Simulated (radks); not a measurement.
Task: Species: the iodine ion I2+. Configuration: [Kr] 4d10 5s1 5p3 6s1 (not the ground configuration). Calculated with a radial shooting solver on a logarithmic mesh with Libxc functionals: Dirac Kohn-Sham, PBE, spin-unpolarised, spherical densities, point nucleus; open shells fill j = l - 1/2 first.

Spin-orbit splittings of the eigenvalues, e(l+1/2) - e(l-1/2), with zeta = 2 splitting/(2l+1) and mean radii in bohr:

shell  occ.  splitting (eV)  zeta (eV)  <r> j=l-1/2  <r> j=l+1/2
2p        6           298.7      199.2      0.09846       0.1041
3p        6           56.22      37.48       0.3040       0.3155
3d       10           11.82      4.729       0.2865       0.2901
4p        6           10.97      7.310       0.7720       0.7999
4d       10           1.730     0.6920       0.9088       0.9197
5p        3               ?          ?        2.085        2.159

Estimate the 5p splitting.

Result: 1.424 eV (zeta = 0.9493 eV).
